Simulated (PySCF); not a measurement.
**PBEsol on W⁻ (tungsten, charge -1)**

Configuration: [Xe] 4f14 5d5 6s2, high-spin 6S determinant. Calculation: PySCF 2.14, in aug-cc-pwCVTZ-PP with ECP60MDF; a scalar-relativistic core potential.

* Total energy: -67.2535 hartree
* One-electron energy: -116.6648 hartree
* Hartree (Coulomb) energy: 57.0707 hartree
* Exchange-correlation energy: -7.6594 hartree
* ⟨S²⟩: 8.8193
* ⟨L²⟩: 0.000
* Sum of ⟨r⟩: 29.36 bohr
* Sum of ⟨r²⟩: 86.63 bohr²

```tsv
shell	electrons	mean orbital energy (eV)	rms radius, mean of both spins (bohr)
5s α	1	-70.670	1.15
5s β	1	-68.776	1.15
5p α	3	-35.990	1.35
5p β	3	-33.547	1.35
6s α	1	-0.534	4.38
6s β	1	1.053	4.38
5d α	5	1.295	2.63
```

Energies and moments cover only the electrons outside the core potential. Spin-orbit coupling, which splits the p, d and f shells strongly at this Z, is absent. ⟨S²⟩ = 8.82 against 8.75 shows spin contamination. At PBEsol the highest occupied level has a positive energy, so only the finite basis holds that electron; in a semilocal or global hybrid functional this comes from self-interaction and does not mean that the real anion is unbound.
